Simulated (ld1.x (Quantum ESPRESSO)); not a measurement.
**What one change does to a pseudopotential (Sr, RRKJ)**

Sr (Z = 38), norm-conserving RRKJ (Kleinman–Bylander form), made with ld1.x (Quantum ESPRESSO) 7.5 (BLYP, scalar-relativistic). Core [Kr], reference 4d0 5s2 5p0. Waves: 5p (bound, empty): rc 3.85 bohr; 4d (bound, empty): rc 3.50 bohr; 5s (bound): rc 2.60 bohr. Local part: the s channel. Core correction: a·sin(br)/r model core inside 2.35 bohr.

Change: functional PBE.

Cutoffs: the cutoffs (Ry, on a coarse ladder) from which the occupation-weighted sum of valence levels, in a spherical-Bessel basis at the reference potential, stays within 10 and 1 mRy of its value at 400 Ry; they do not see the model core or the augmentation charge, which bear on the density cutoff. Errors are all-electron minus pseudo energies relative to the spin-unpolarised reference configuration.

Q: What does the change do?

A: The potential gets neither clearly harder nor softer (10 Ry and 18 Ry → 10 Ry and 18 Ry); of the 7 tests that both files solve, the error grows in 3 and shrinks in 2 by more than 15 % and 0.3 meV (median size 5.1 → 1.6 meV); neither file shows a bound ghost.

| quantity | base | changed |
| --- | --- | --- |
| cutoff, loose | 10 Ry | 10 Ry |
| cutoff, tight | 18 Ry | 18 Ry |
| bound ghosts | none | none |
| error for 4d0 5s1 5p0, meV [ΔE 5.81 → 5.89 eV] | +0.4 | +1.6 |
| error for 4d0 5s1.5 5p0, meV [ΔE 2.28 → 2.34 eV] | +0.6 | +0.9 |
| error for 4d0 5s1 5p1, meV [ΔE 2.36 → 2.30 eV] | -6.1 | -7.2 |
| error for 4d0 5s0 5p2, meV [ΔE 4.89 → 4.71 eV] | -36 | -40 |
| error for 4d0.5 5s1.5 5p0, meV [ΔE 1.15 → 1.15 eV] | +1.8 | -0.1 |
| error for 4d1 5s1 5p0, meV [ΔE 2.34 → 2.32 eV] | +5.1 | -0.9 |
| error for 4d0 5s0 5p1, meV [ΔE 8.84 → 8.82 eV] | -37 | -39 |
| s: phases at 4.18 bohr within 0.05 rad from the reference energy up to (Ry; the scan ends near 5) | 0.4 | 0.4 |
| p: phases at 4.18 bohr within 0.05 rad from the reference energy up to (Ry; the scan ends near 5) | 1.8 | 1.8 |
| d: phases at 4.18 bohr within 0.05 rad from the reference energy up to (Ry; the scan ends near 5) | 0.6 | 0.6 |
